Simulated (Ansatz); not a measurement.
Born–Oppenheimer molecular dynamics of H7NSeSi2 (11 atoms, charge 0, multiplicity 1). It starts at the highest image of a converged band. Of that band: Beside the main top the profile has a ripple of under 15 meV (maxima at images 5, 8), which may be a very shallow well or noise. A vibrational analysis at the climbing image gives one clearly imaginary mode, 450i cm⁻¹: a first-order saddle point.

Theory: Ansatz, RKS revPBE/def2-SVP.

| Item | Value |
| --- | --- |
| ensemble | NVE (velocity Verlet) |
| time step | 0.5 fs |
| steps asked | 200 |
| starting velocities drawn for | 100 K |
| seed | 10714 |

First frame:

```xyz
11
Properties=species:S:1:pos:R:3
N -0.817 2.525 -0.853
Si -0.900 0.803 -0.737
Se 1.776 -0.256 -0.055
Si 0.795 -2.119 0.856
H -0.911 3.165 -0.060
H -0.512 3.005 -1.703
H -1.383 0.551 0.674
H 0.358 -0.091 -1.252
H 1.648 -3.341 0.638
H -0.539 -2.337 0.176
H 0.550 -1.962 2.335
```

Problem. How far do the bonds stretch over the last three quarters of this one trajectory? (Pairs bonded in most of those frames.)

Solution. 
```
   bond  mean (Å)  spread (Å)  shortest  longest
 N1–Si2     1.737       0.009      1.72     1.75
  N1–H5     1.024       0.004      1.02     1.03
  N1–H6     1.023       0.003      1.02     1.03
 Si2–H7     1.539       0.022      1.50     1.58
Se3–Si4     2.313       0.007      2.31     2.33
 Se3–H8     1.606       0.046      1.54     1.71
 Si4–H9     1.504       0.007      1.49     1.52
Si4–H10     1.508       0.019      1.48     1.54
Si4–H11     1.505       0.005      1.50     1.51
```

Mean temperature of the second half: 88 K. The conserved energy stayed within 0.025 meV per atom of its start (net change 0.012 meV per atom), so the integration is sound. A run of 0.1 ps of so small a system gives no equilibrium averages. The orbitals stay closed-shell, which can raise the energy where a bond breaks towards radicals; this wasn't checked here.

Run time: 5.4 min on 2 threads of Intel(R) Xeon(R) Platinum 8559C (Emerald Rapids) (shared host), peak memory 0.18 GiB.
